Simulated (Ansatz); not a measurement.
Start from `N[SiH](F)[SiH2][SiH3]` and change one atom or group to get `N[SiH](F)[O][SbH2]`.

Ansatz, PBE0-D4/def2-TZVP geometries, multiplicity 1. Each molecule was computed in one conformer, which needn't be the lowest.

Elements past krypton have def2 core potentials.

```tsv
property	`N[SiH](F)[SiH2][SiH3]`
HOMO energy (PBE0/def2-TZVPP) / eV	-7.91
size of the dipole moment (ωB97M-V/def2-TZVPP) / D	1.82
HOMO–LUMO gap (PBE0/def2-TZVPP) / eV	7.67
HOMO energy (PBE/def2-TZVPP) / eV	-6.67
LUMO energy (B3LYP/def2-TZVPP) / eV	-0.42
LUMO energy (ωB97M-V/def2-TZVPP) / eV	1.46
```

**Question.** Give the same properties after the change, and the shifts. (Best estimate.)

**Answer.** Computed: 
| property | `N[SiH](F)[O][SbH2]` | shift |
| --- | --- | --- |
| HOMO energy (PBE0/def2-TZVPP) / eV | -7.44 | 0.47 |
| size of the dipole moment (ωB97M-V/def2-TZVPP) / D | 2.58 | 0.76 |
| HOMO–LUMO gap (PBE0/def2-TZVPP) / eV | 6.23 | -1.44 |
| HOMO energy (PBE/def2-TZVPP) / eV | -6.31 | 0.36 |
| LUMO energy (B3LYP/def2-TZVPP) / eV | -1.44 | -1.02 |
| LUMO energy (ωB97M-V/def2-TZVPP) / eV | 0.52 | -0.94 |

With PBE0 the HOMO rises by 0.47 eV and the LUMO falls by 0.97 eV, so the gap narrows by about 1.44 eV. PBE moves the HOMO by 0.36 eV and ωB97M-V by 0.33 eV. Dipoles are sizes alone; their direction can turn.

B3LYP here is the variant with VWN-RPA as its local correlation; programs differ in this.

Spin–orbit coupling is left out; it splits and shifts lone-pair levels of the heavy atoms by tenths of an eV.
